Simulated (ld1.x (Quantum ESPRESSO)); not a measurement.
**Before and after: TM potential for indium (In)**

ld1.x (Quantum ESPRESSO) 7.5 input, shortened:

```
&input
   title='In', zed=49., rel=1, dft='PBE', iswitch=3,
   config='[Kr] 4d10 5s2 5p0.5'
 /
 &inputp
   pseudotype=2, tm=.true., lloc=1,
   nlcc=.true., rcore=0.55
 /
3
5S  1  0   2.00   0.00  2.00  2.00  0.0
4D  3  2  10.00   0.00  1.10  1.10  0.0
5P  2  1   0.50   0.00  2.40  2.40  0.0
 &test
   configts(1)='4d10 5s2 5p0.5'
 /
```

Change: wave 4d (bound): rc 1.10 bohr becomes 4d (bound): rc 0.90 bohr.

Cutoffs: the cutoffs (Ry, on a coarse ladder) from which the occupation-weighted sum of valence levels, in a spherical-Bessel basis at the reference potential, stays within 10 and 1 mRy of its value at 400 Ry; they do not see the model core or the augmentation charge, which bear on the density cutoff. Errors are all-electron minus pseudo energies relative to the spin-unpolarised reference configuration.

**Question.** Predict the effect on cutoff, ghosts and configuration errors.

**Answer.** The potential gets harder (100 Ry and 120 Ry → 180 Ry and 300 Ry); the number of tests that count goes from 6 to 5; the errors of the 4 common tests hardly move; neither file shows a bound ghost at the reference potential, the only one tested. A smaller radius makes the pseudo-wave follow the all-electron one further in, where it bends more sharply, so more plane waves are needed.

| quantity | base | changed |
| --- | --- | --- |
| cutoff, loose | 100 Ry | 180 Ry |
| cutoff, tight | 120 Ry | 300 Ry |
| loose cutoff by channel (10 mRy a level) | s 8 Ry, d 80 Ry, p 6 Ry | s 8 Ry, d 120 Ry, p 6 Ry |
| bound ghosts | none | none |
| tests counted (converged, no solver errors) | 6 of 7 | 5 of 7 |
| error for 4d10 5s2 5p1, meV [ΔE -1.94 eV] | +0.5 | +0.5 |
| error for 4d10 5s2 5p0, meV [ΔE 3.42 eV] | -1.1 | -1.1 |
| error for 4d10 5s2 5p1.3, meV [ΔE -2.47 eV] | +0.6 | +0.6 |
| error for 4d10 5s1 5p2, meV [ΔE 3.90 eV] | -3.6 | -3.6 |
| s: phases at 2.59 bohr within 0.05 rad from the reference energy up to (Ry; the scan ends near 5) | 1.4 | 1.4 |
| p: phases at 2.59 bohr within 0.05 rad from the reference energy up to (Ry; the scan ends near 5) | 3.2 | 3.2 |
| d: phases at 2.59 bohr within 0.05 rad from the reference energy up to (Ry; the scan ends near 5) | -0.0 | -0.0 |

Base: Tests not counted: 4d10 5s1 5p0 (solver errors, printed error -13 meV). Changed file: Tests not counted: 4d9 5s2 5p2 (solver errors, printed error -354 meV); 4d9 5s2 5p1 (solver errors, printed error -298 meV).
